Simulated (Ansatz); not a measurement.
`C[Si](O)([SiH3])S` → `C[SiH](O)S` + `[SiH2]`  (silylene loss)

Program: Ansatz. Geometries: PBE0-D4/def2-TZVP. ΔE: electronic, gas phase. CCSD(T)/CBS is the MP2 limit (def2-TZVPP, def2-QZVPP) plus CCSD(T) − MP2 in def2-TZVPP, frozen cores. This one scheme is used for every species. DFT in def2-TZVPP. B3LYP here is the variant with VWN-RPA as its local correlation; programs differ in this. One conformer a species, not always the lowest.

CCSD(T)/CBS gives +55.3 kcal/mol.

Q: Another level gave +51.1 kcal/mol. Which?
A. r2SCAN-D4/def2-TZVPP
B. B3LYP/def2-TZVPP
C. CCSD(T)/def2-TZVPP
D. ωB97X-V/def2-TZVPP

A: B. B3LYP 51.1, ωB97X-V 58.1, r2SCAN-D4 61.0, CCSD(T)/def2-TZVPP 53.6 kcal/mol.

Largest T1 diagnostic among the species: 0.014.

The D4 term adds +4.1 kcal/mol with B3LYP and +2.3 kcal/mol with PBE0; it sums over pairs of atoms, weighted by their polarisabilities, and B3LYP, whose exchange is more repulsive, gets the larger term. From PBE to PBE0 (25 % exact exchange), in def2-TZVPP and without D4, ΔE moves by +1.2 kcal/mol. In def2-TZVPP, CCSD(T) changes the Hartree–Fock value by +5.7 kcal/mol (the triples alone add +1.5 kcal/mol) and MP2 by +9.3 kcal/mol.
